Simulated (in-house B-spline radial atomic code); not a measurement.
## RPBE excitations of Mn⁷⁺

Method: RPBE. Computed with a B-spline radial code for spherical atoms: linear response of the closed shell [Ne] 3s2 3p6 with the functional's adiabatic kernel; scalar-relativistic (spin-free one-electron X2C), finite nucleus, no spin-orbit coupling, no double excitations, S, P, D and F terms only. Only terms of natural parity with L up to 3 were computed.

Command:
```bash
python run_td.py task.json out
```
Settings (radii: box in bohr, nucleus in fm):
```
Z                        25
electrons                18
configuration            [Ne] 3s2 3p6
hamiltonian              x2c
method                   rpbe,pbe
box_radius               12.81
rms_radius               3.7057
intervals                70
```

Run time, properties included: 0.7 s on 1 thread of Arm Neoverse N1 (shared host).

The lowest states, in the order of their Tamm-Dancoff energies; the method's threshold (minus the highest occupied level) is 182.92 eV. Labels give the largest channel, * marks a mixed state, and oscillator strengths are full-response dipole values. Semilocal kernels can invert the small singlet-triplet splittings of Rydberg terms. Energies in eV:

| state | full response | Tamm-Dancoff | oscillator strength |
| --- | --- | --- | --- |
| 3p → 3d 3P | 47.04 | 47.21 | - |
| 3p → 3d 3F | 47.49 | 47.68 | - |
| 3p → 3d 1F | 51.95 | 51.97 | - |
| 3p → 3d 1P | 66.88 | 69.74 | 3.18 |
| 3s → 3d 3D | 81.57 | 81.65 | - |
| 3s → 3d 1D | 86.81 | 86.94 | - |
| 3p → 4s 3P | 96.77 | 96.78 | - |
| 3p → 4s 1P | 97.75 | 97.79 | 0.29 |
| 3p → 4p 3S | 106.34 | 106.38 | - |
| 3p → 4p 3D | 107.10 | 107.11 | - |
| 3p → 4p 1D | 107.77 | 107.78 | - |
| 3p → 4p 1S | ? | ? | - |
| 3p → 4d 3P | 122.49 | 122.51 | - |
| 3p → 4d 3F | 122.66 | 122.68 | - |
| 3p → 4d 1F | 123.07 | 123.07 | - |
| 3p → 4d 1P | 123.92 | 124.00 | 0.323 |
| 3s → 4s 3S | 129.81 | 129.82 | - |
| 3s → 4s 1S | 131.81 | 131.91 | - |
| 3p → 4f 3D | 134.21 | 134.23 | - |
| 3p → 4f 1D | 135.60 | 135.63 | - |
| 3p → 5s 3P | 137.61 | 137.62 | - |
| 3p → 5s 1P | ? | ? | ? |

**Question.** Where does 3p → 4p 1S lie?

**Answer.** At 112.00 eV in full response, 112.29 eV in Tamm-Dancoff.

**Question.** Where does 3p → 5s 1P lie?

**Answer.** At 137.91 eV in full response, 137.92 eV in Tamm-Dancoff, oscillator strength 0.0544.

**Question.** How large is the singlet-triplet splitting of 3p → 3d (F terms) in Tamm-Dancoff?

**Answer.** 4.29 eV, from the unrounded values.

**Question.** What polarisabilities and dispersion coefficient does the method give?

**Answer.** Dipole 0.6257 bohr³, quadrupole 0.4595 bohr⁵, C6 0.8303 hartree·bohr⁶ for two such species.
